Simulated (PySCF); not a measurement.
Electron correlation in Rb²⁵⁺ (rubidium, charge +25)

Starting occupation: [Ne] 3s2. Computed with PySCF 2.14 in an uncontracted even-tempered set (18 s from 1.2 bohr⁻², ratio 2.6; 13 p from 1.5 bohr⁻², ratio 2.6; 7 d from 1.5 bohr⁻², ratio 2.8; 4 f from 23 bohr⁻², ratio 2.8), with X2C-1e with screened-nucleus spin-orbit coupling, Gaussian nucleus. Frozen: 1s2; 10 electrons correlated; the 48 highest virtual spinors left out.

MP2 pair energies summed by pair of shells (mhartree):

| pair | energy | share (%) |
| --- | --- | --- |
| 2p1/2-2p3/2 | -96.45 | 22.2 |
| 2p3/2-2p3/2 | -92.52 | 21.3 |
| 3s1/2-3s1/2 | -89.34 | 20.6 |
| 2p3/2-2s1/2 | -39.91 | 9.2 |
| 2p3/2-3s1/2 | -36.33 | 8.4 |
| 2p1/2-2p1/2 | -22.44 | 5.2 |
| 2p1/2-2s1/2 | -20.19 | 4.7 |
| 2p1/2-3s1/2 | -17.43 | 4.0 |
| 2s1/2-2s1/2 | -10.56 | 2.4 |
| 2s1/2-3s1/2 | -8.34 | 1.9 |

Total MP2 correlation energy: -433.51 mhartree.

The virtual space was cut to 56 spinors, which keep -378.64 of the -433.51 mhartree of MP2 correlation.

| level | correlation energy (mhartree) |
| --- | --- |
| CCSD | -407.17 |

Diagnostics: T1 = 0.00038, largest double amplitude 0.088.

Task: Is a single reference adequate?

Result: Mostly. T1 lies below 0.03, but a double amplitude of this size points to a near-degeneracy that CCSD handles and MP2 describes poorly.

The coupled-cluster values are those of the cut space; adding the MP2 remainder, -54.87 mhartree, estimates the full space.

At this charge the one-electron X2C treatment keeps the bare 1/r₁₂, with no two-electron picture change or Breit term. The effect here is smaller than on the frozen 1s shell.
